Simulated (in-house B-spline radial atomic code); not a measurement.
# Ionising Nb IX (Nb8+) with different functionals

Computed with a radial B-spline atomic code at the basis-set limit: scalar-relativistic (spin-free X2C) Hamiltonian, Fermi nucleus of rms radius 4.324 fm, spin-polarised at highest spin, spherical fractional occupations for the functionals, the average over the highest-spin determinants for Hartree-Fock. The ionisation energy is the difference of two self-consistent energies, [Ar] 3d10 4s2 4p3 → [Ar] 3d10 4s2 4p2, without Breit or QED terms; ε is the level of the shell that loses the electron (its least bound occupied spin orbital). There is no spin-orbit coupling in this Hamiltonian.

Hybrids are left out here: with spherical fractional occupations of an open shell their exact exchange keeps a self-interaction that integer-occupation calculations don't have.

```
           method          rung  ΔSCF (eV)  -ε(4p) (eV)
     Hartree-Fock  Hartree-Fock     160.23       160.62
         LDA VWN5           LDA     160.71       151.18
         LDA PW92           LDA     160.70       151.16
LDA exchange-only           LDA     159.25       149.76
              PBE           GGA     160.63       151.16
           PBEsol           GGA     160.63       151.14
             BLYP           GGA     160.40       150.86
             RPBE           GGA     160.62       151.17
             PW91           GGA     160.75       151.26
             BP86           GGA     160.70       151.21
             AM05           GGA     160.62       151.11
             OLYP           GGA     161.10       151.62
             TPSS      meta-GGA     160.88       151.48
             SCAN      meta-GGA     161.53       152.23
           r2SCAN      meta-GGA     161.47       152.15
          revTPSS      meta-GGA     160.91       151.51
```

How do they compare with the NIST value?

NIST lists 159.2 eV ± 0.7 (semi-empirical, ground level to ground level). Errors run from +0.05 to +2.33 eV. The correlated functionals all miss on the same side by more than they spread, so the cause is common to them (spin-orbit coupling, Breit-QED terms, multiplet and fine-structure energies, or a listed next ion that isn't the cheapest removal here) and closeness doesn't rank the functionals. Hartree-Fock also lacks correlation.
